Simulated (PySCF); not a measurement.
C₂H₇Al, charge +1, sextet, geometry from GFN2-xTB of the parent state (such geometries of metal compounds can be far from the true shape) (a state made from the parent by changing its charge; the spin is typed, not shown lowest); HF/def2-SVP run with PySCF.

Here is a job for PySCF.
```python
from pyscf import gto, scf

mol = gto.Mole()
mol.atom = '''
    Al    0.212454   -0.058624   -0.178344
    C    -0.477015   -1.822075    0.479365
    H     0.142714   -2.580972   -0.028122
    H    -1.531354   -1.973303    0.214135
    H    -0.363442   -1.924192    1.566413
    C     0.054228    1.938774   -0.124172
    H     0.871299    2.309986   -0.766121
    H     0.178313    2.333339    0.892581
    H    -0.909010    2.279887   -0.525191
    H     1.386300   -0.382826   -1.166386
'''
mol.basis = 'def2-svp'
mol.charge = 1
mol.spin = 5
mol.verbose = 4
mol.build()

mf = scf.ROHF(mol)
mf.kernel()
```

What the program printed (banner, timings and long lists left out):

```
PySCF version 2.14.0

[INPUT] verbose = 4
[INPUT] num. atoms = 10
[INPUT] num. electrons = 31
[INPUT] charge = 1
[INPUT] spin (= nelec alpha-beta = 2S) = 5
[INPUT] symmetry False subgroup None
[INPUT] Mole.unit = angstrom
[INPUT] Symbol           X                Y                Z      unit          X                Y                Z       unit  Magmom
[INPUT]  1 Al     0.212454000000  -0.058624000000  -0.178344000000 AA    0.401479874068  -0.110783304327  -0.337021315959 Bohr   0.0
[INPUT]  2 C     -0.477015000000  -1.822075000000   0.479365000000 AA   -0.901427707309  -3.443222728417   0.905868563702 Bohr   0.0
[INPUT]  3 H      0.142714000000  -2.580972000000  -0.028122000000 AA    0.269690374141  -4.877330215171  -0.053142878075 Bohr   0.0
[INPUT]  4 H     -1.531354000000  -1.973303000000   0.214135000000 AA   -2.893839659757  -3.729002230783   0.404656503684 Bohr   0.0
[INPUT]  5 H     -0.363442000000  -1.924192000000   1.566413000000 AA   -0.686805842164  -3.636195891079   2.960091567958 Bohr   0.0
[INPUT]  6 C      0.054228000000   1.938774000000  -0.124172000000 AA    0.102476068283   3.663751877428  -0.234651072339 Bohr   0.0
[INPUT]  7 H      0.871299000000   2.309986000000  -0.766121000000 AA    1.646516482607   4.365240891580  -1.447758868278 Bohr   0.0
[INPUT]  8 H      0.178313000000   2.333339000000   0.892581000000 AA    0.336962734450   4.409371665767   1.686733633990 Bohr   0.0
[INPUT]  9 H     -0.909010000000   2.279887000000  -0.525191000000 AA   -1.717779944491   4.308362024956  -0.992467153086 Bohr   0.0
[INPUT] 10 H      1.386300000000  -0.382826000000  -1.166386000000 AA    2.619727326485  -0.723436293363  -2.204150095527 Bohr   0.0

nuclear repulsion = 94.151863150195
number of shells = 41
number of NR pGTOs = 133
number of NR cGTOs = 81
basis = def2-svp
ecp = {}

******** <class 'pyscf.scf.rohf.ROHF'> ********
method = ROHF
initial guess = minao
damping factor = 0
level_shift factor = 0
DIIS = <class 'pyscf.scf.diis.CDIIS'>
diis_start_cycle = 1
diis_space = 8
diis_damp = 0
SCF conv_tol = 1e-09
SCF conv_tol_grad = None
SCF max_cycles = 50
direct_scf = True
direct_scf_tol = 1e-13
num. doubly occ = 13  num. singly occ = 5
Set gradient conv threshold to 3.16228e-05
init E= -321.390088022957
  HOMO = 0.0424421124194398  LUMO = 0.125892995844598  gap/eV = 2.27081
cycle= 1 E= -320.545409560775  delta_E= 0.845  |g|= 0.457  |ddm|= 4.61
  HOMO = -0.249618741314033  LUMO = -0.0532763554519522  gap/eV = 5.34275
cycle= 2 E= -320.788739696058  delta_E= -0.243  |g|= 0.374  |ddm|= 3.01
  HOMO = -0.204844032679109  LUMO = -0.0339064179428563  gap/eV = 4.65145
cycle= 3 E= -320.854517365918  delta_E= -0.0658  |g|= 0.123  |ddm|= 0.592
  HOMO = -0.181637845549772  LUMO = -0.0214651441935918  gap/eV = 4.35852
cycle= 4 E= -320.865141539237  delta_E= -0.0106  |g|= 0.0524  |ddm|= 0.574
  HOMO = -0.172002231877812  LUMO = -0.0166703325606408  gap/eV = 4.22680
cycle= 5 E= -320.869260168086  delta_E= -0.00412  |g|= 0.0159  |ddm|= 0.142
  HOMO = -0.168099007583762  LUMO = -0.0154701448334023  gap/eV = 4.15324
cycle= 6 E= -320.869682509338  delta_E= -0.000422  |g|= 0.00637  |ddm|= 0.0755
  HOMO = -0.167890294849183  LUMO = -0.0156387839062133  gap/eV = 4.14297
cycle= 7 E= -320.869766463365  delta_E= -8.4e-05  |g|= 0.00236  |ddm|= 0.0574
  HOMO = -0.167192493183171  LUMO = -0.0154647013019611  gap/eV = 4.12872
cycle= 8 E= -320.869779793134  delta_E= -1.33e-05  |g|= 0.000805  |ddm|= 0.025
  HOMO = -0.167029860104954  LUMO = -0.0153921019260519  gap/eV = 4.12627
cycle= 9 E= -320.869781172127  delta_E= -1.38e-06  |g|= 0.000425  |ddm|= 0.00728
  HOMO = -0.167025889614699  LUMO = -0.015394320424059  gap/eV = 4.12611
cycle= 10 E= -320.869781518886  delta_E= -3.47e-07  |g|= 0.000108  |ddm|= 0.00375
  HOMO = -0.167006465944135  LUMO = -0.0153875371482926  gap/eV = 4.12576
cycle= 11 E= -320.869781548126  delta_E= -2.92e-08  |g|= 4.38e-05  |ddm|= 0.00116
  HOMO = -0.166995646361855  LUMO = -0.0153820518180727  gap/eV = 4.12562
cycle= 12 E= -320.869781551255  delta_E= -3.13e-09  |g|= 1.24e-05  |ddm|= 0.000344
  HOMO = -0.166998498839941  LUMO = -0.0153830392863989  gap/eV = 4.12567
cycle= 13 E= -320.86978155149  delta_E= -2.35e-10  |g|= 4.82e-06  |ddm|= 4.45e-05
  HOMO = -0.166997784392921  LUMO = -0.0153829551995384  gap/eV = 4.12565
Extra cycle  E= -320.869781551515  delta_E= -2.5e-11  |g|= 2.66e-06  |ddm|= 1.2e-05
converged SCF energy = -320.869781551515
```
